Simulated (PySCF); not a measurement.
CH6MgSi. Atoms are numbered in the order given.

```xyz
9

Mg     0.0000     0.0000    -0.6758
C      0.0000     0.0000    -2.7731
H     -0.8817     0.5227    -3.1852
H     -0.0118    -1.0249    -3.1852
H      0.8935     0.5023    -3.1852
Si     0.0000     0.0000     1.9138
H      0.2985    -1.3485     2.5036
H     -1.3170     0.4157     2.5036
H      1.0185     0.9327     2.5036
```

Geometry optimised at B3LYP-D3(BJ)/def2-SVP.

Calculation: HF/pcSseg-1 in PySCF.

GIAO shieldings, no solvent; atoms alike by connectivity are averaged. δ = σ(ref) − σ: ¹³C against TMS (σ = 192.6 ppm); ¹H against TMS (σ = 31.99 ppm); ²⁹Si against TMS (σ = 393.8 ppm), references at their B3LYP-D3(BJ)/def2-TZVP geometries, non-relativistic.

Computed chemical shifts:
| nucleus | atoms | count | δ (ppm) |
|---|---|---|---|
| ¹³C | C2 | 1 | -16.7 |
| ¹H | H7, H8, H9 | 3 | 3.02 |
| ¹H | H3, H4, H5 | 3 | -0.65 |
| ²⁹Si | Si6 | 1 | -130.9 |
